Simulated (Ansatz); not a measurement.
Two isomers of CH3BClFZn: A = `F[B]([ZnH])CCl`, B = `B[CH](Cl)[Zn][F]`.

Program: Ansatz. Geometries: PBE0-D4/def2-TZVP. ΔE: electronic, gas phase. CCSD(T)/CBS adds triple-zeta CCSD(T) − MP2 to the extrapolated MP2 energy (def2 sets, frozen cores). DFT in def2-TZVPP. For Zn outer-core shells are correlated without core-valence functions, which leaves a few kJ/mol of doubt a bond. Scalar relativity is left out up to krypton. Each species was taken in one conformer, which may not be the lowest.

Question: Which is lower in electronic energy at CCSD(T)/CBS, and by how much? (Best estimate.)

Answer: Ansatz gave: A, by 8.4 kJ/mol.

Question: Give E(B) − E(A) in kJ/mol with r2SCAN-D4, CCSD(T)/def2-TZVPP, PBE0-D4, HF/def2-TZVPP, PBE-D4, ωB97M-V, B2PLYP. (Estimate.)

Answer: Computed: r2SCAN-D4 15.6, CCSD(T)/def2-TZVPP 18.6, PBE0-D4 22.9, HF/def2-TZVPP 33.0, PBE-D4 20.0, ωB97M-V 26.0, B2PLYP 18.2. None reverses the order clearly.

Largest T1 diagnostic: 0.015.

In def2-TZVPP, CCSD(T) changes the Hartree–Fock value by −14.4 kJ/mol (the triples alone add −2.8 kJ/mol) and MP2 by −24.5 kJ/mol.
